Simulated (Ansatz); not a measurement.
System: sum formula AlHBr2, charge 0, multiplicity 1. 
Geometry from a B3LYP-D3(BJ)/def2-TZVP (Ansatz, a first-principles code) optimisation:
```xyz
4

Br     1.8719    -0.2022    -0.4928
Al     0.0186     0.9356     0.0878
Br    -1.8802    -0.2164     0.4535
H      0.0494     2.4876     0.2333
```

Wanted: vertical ionisation energy (to the doublet state of charge +1; each state is the SCF solution reached for its spin), in eV. Correlated levels leave the core frozen unless marked. UHF or UKS for open shells. Spin-orbit coupling is left out. The frozen core is the preceding noble-gas configuration, with the filled d and f shells of earlier blocks. No relativistic terms. Basis-set limits of correlation are two-point, X^-3; Hartree-Fock from the larger set.

| level | program | vertical ionisation energy (eV) |
|---|---|---|
| HF/def2-SVPD | Ansatz | 10.37 |
| HF/def2-TZVPPD | Ansatz | 10.27 |
| SVWN5/def2-TZVPD | Ansatz | 10.54 |
| r2SCAN/def2-TZVPD | Ansatz | 10.59 |
| B3LYP/def2-TZVPD | Ansatz | 10.64 |
| BHLYP/def2-TZVPD | Ansatz | 10.90 |
| CAM-B3LYP/def2-TZVPD | Ansatz | 10.96 |

Question: Estimate the value at CCSD(T)/CBS(def2-TZVPPD,def2-QZVPPD) as computed with Ansatz.

Answer: 11.27 eV
